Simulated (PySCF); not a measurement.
## `O([SiH2]/C=C(/[SiH2]F)F)[SiH3]`, C$_{2}$H$_{8}$F$_{2}$OSi$_{3}$

Geometry (Å), atoms numbered from 1 in this order:
```xyz
16

F     3.014    1.126   -1.283
Si    3.424   -0.053   -0.263
C     1.791   -0.609    0.507
F     1.930   -1.620    1.419
C     0.568   -0.148    0.269
Si   -0.994   -0.796    1.104
O    -2.249    0.048    0.530
Si   -3.324    0.990   -0.228
H     4.313    0.560    0.711
H     4.027   -1.092   -1.083
H     0.494    0.651   -0.455
H    -0.960   -0.550    2.545
H    -1.229   -2.195    0.748
H    -3.009    0.956   -1.656
H    -3.173    2.335    0.326
H    -4.631    0.406    0.065
```

Computed, not measured: GIAO B97-2/pcSseg-1 magnetisability, rotational g tensor and spin-rotation constants, non-relativistic, gas phase (PySCF 2.14.0). Geometry: GFN2-xTB.

(1) What are the magnetisability and the molar susceptibility?

(2) Split it along the inertial axes a, b, c into diamagnetic and paramagnetic parts about the centre of mass, with the quadrupole moment.

(3) And the rotational g tensor?

## Answers

(1) Isotropic -1222 × 10⁻³⁰ J/T², or -73.6 × 10⁻⁶ cm³/mol; principal values -1343, -1217, -1105 × 10⁻³⁰ J/T², anisotropy 206 × 10⁻³⁰ J/T² (root of half the summed squared differences of the principal values). The susceptibility is in cgs units.

(2) 
| axis | χ (10⁻⁶ cm³/mol) | diamagnetic (10⁻⁶ cm³/mol) | paramagnetic (10⁻⁶ cm³/mol) | summed x² of all electrons (Å²) | quadrupole Θ (D Å) |
| --- | --- | --- | --- | --- | --- |
| a | -73.3 | -676.4 | 603.1 | 601.9 | +9.14 |
| b | -74.1 | -2653.8 | 2579.7 | 135.8 | -7.28 |
| c | -73.3 | -3129.4 | 3056.1 | 23.7 | -1.86 |

Anisotropies 2χaa − χbb − χcc = +0.8 and 2χbb − χaa − χcc = -1.7 × 10⁻⁶ cm³/mol. Θ is traceless in Buckingham's convention.

(3) 
```tsv
axis	rotational constant (GHz)	g	nuclear part	electronic part
a	2.0900	-0.0538	0.5384	-0.5922
b	0.4540	-0.0094	0.5407	-0.5502
c	0.3780	-0.0086	0.5341	-0.5427
```
Asymmetric top; isotopes 12C, 19F, 1H, 16O, 28Si; no vibrational averaging.
